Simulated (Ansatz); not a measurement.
Geometry optimisation, UKS PBE/def2-SVP (Ansatz).

Input file:

```yaml
crystal:
  periodic: [false, false, false]
  atoms:
    - { symbol: Sn, position_ang: [0.00018, 0.0, -0.027632] }
    - { symbol: H, position_ang: [7.0e-06, 0.0, 1.709981] }
    - { symbol: Cl, position_ang: [2.181639, 0.0, -0.905411] }
    - { symbol: Cl, position_ang: [-1.089679, 1.88979, -0.905409] }
    - { symbol: Cl, position_ang: [-1.089679, -1.88979, -0.905409] }
    - { symbol: H, position_ang: [-6.8e-05, 0.0, 3.566381] }
magnetization:
  spin_polarized: true
  initial_magnetization: 1
basis:
  gaussian: { orbitals: def2-SVP }
hamiltonian:
  xc: pbe
relax:
  f_tol: 0.03
  max_steps: 50
output:
  orbitals: {}
```

Run as:

```bash
$ ansatz run input.yaml --threads 2 --pin off --max-ram 3072MiB --backend cpu --events-out ev --progress --plain --runs-dir out
```

Where does it end, and by what steps?

The run converged. After 13 steps the energy has fallen by 1.651 eV; H2 moved furthest, 1.12 Å. Parted: Sn1–H2 (1.74 → 3.17 Å). Joined: H2–H6 (1.86 → 0.77 Å).

```tsv
step	energy less start (eV)	largest force component (eV/Å)	accepted
0	0.0000	0.125	yes
1	-0.0076	0.174	yes
2	-0.0638	0.625	yes
3	-0.2769	1.736	yes
4	-0.8785	3.094	yes
5	-0.9500	6.938	yes
6	-1.5031	0.368	yes
7	-1.5375	1.052	yes
8	-1.6063	1.355	yes
9	-1.6419	0.563	yes
10	-1.6491	0.036	yes
11	-1.6502	0.049	yes
12	-1.6507	0.030	yes
13	-1.6510	0.005	yes
```

```xyz
6
Properties=species:S:1:pos:R:3
Sn 0.000 0.000 -0.337
H -0.026 0.000 2.830
Cl 2.242 0.000 -1.183
Cl -1.119 1.940 -1.188
Cl -1.119 -1.940 -1.188
H 0.023 0.000 3.598
```

Whether the end is a true minimum wasn't checked by a vibrational analysis.

Run time: 21 s on 2 threads of Intel(R) Xeon(R) 6975P-C (Granite Rapids), on a shared host, peak memory 0.21 GiB.
